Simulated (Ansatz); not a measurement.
The same path of AlClFH$_{5}$OSSi (11 atoms, charge 0, multiplicity 1) was run twice with different band settings.

All numbers below come from RKS PBE0-D4/def2-SVP (Ansatz 0.2.0).

Relaxed end points:

```xyz
11
Properties=species:S:1:pos:R:3
Al 0.081 -0.117 0.580
Cl 0.563 -0.919 2.472
F 1.381 0.325 -0.373
O -1.345 -0.599 -0.187
Si -2.705 -1.210 -0.872
H -3.036 -2.549 -0.295
H -3.859 -0.289 -0.629
H -2.529 -1.358 -2.349
S -0.434 2.240 1.259
H 0.619 2.709 0.547
H 0.274 2.158 2.410
```

```xyz
11
Properties=species:S:1:pos:R:3
Al 0.040 -0.123 0.642
Cl 0.412 -0.791 2.610
F 1.395 0.160 -0.294
O -1.387 -0.589 -0.133
Si -2.711 -1.218 -0.870
H -2.806 -2.691 -0.633
H -3.950 -0.569 -0.339
H -2.654 -0.974 -2.344
S -0.358 2.303 1.116
H 0.788 2.639 0.479
H 0.241 2.244 2.329
```

Common settings: movable images 9; climbing image yes; spring 5.0 eV/Å²; optimiser quadratic models (default); start path through a guess of the saddle point; iteration limit 60; end points relaxed.

| run | force threshold |
| --- | --- |
| 1 | 0.05 eV/Å |
| 2 | 0.2 eV/Å |

(1) What does each run give, and how far can it be trusted?

## Answers

(1) Run 1: converged after 41 iterations, highest image 0.008 eV above the first end. The top lies less than 8 meV above the higher end, about what the thresholds resolve: the motion is nearly free. A vibrational analysis at the climbing image gives no mode beyond 40i cm⁻¹: the surface is too flat there to confirm a saddle point.
Run 2: converged after 16 iterations, highest image 0.027 eV above the first end. The threshold of 0.2 eV/Å is loose, so the images may lie well off the minimum-energy path. The order of the point at the top wasn't checked.
